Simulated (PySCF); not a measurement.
AsF3, charge +1, multiplicity 2. Atoms are numbered in the order given.

```xyz
4

F      1.3435    -0.7757    -0.3455
As     0.0000     0.0000     0.2827
F      0.0000     1.5514    -0.3455
F     -1.3435    -0.7757    -0.3455
```
Charge +1, spin multiplicity 2.

Geometry optimised at PBE0-D3(BJ)/def2-SVP. The spin state was assumed, not searched.

Calculation: PySCF with PBE/def2-TZVPD.

Gas-phase values at a fixed geometry.

```
Item                                                                Value
------------------------------------------------  -----------------------
total energy                                          -2534.58705 hartree
point group                                                           C3v
α spin, highest occupied and lowest empty level       -16.24 and -8.77 eV
β spin, highest occupied and lowest empty level      -17.88 and -14.98 eV
dipole moment about the centre of nuclear charge                   1.84 D
mean static polarisability                           26.6 bohr³ (3.94 Å³)
polarisability, principal values                   21.8, 29.0, 29.0 bohr³
⟨S²⟩                                              0.752 (pure state 0.75)
```
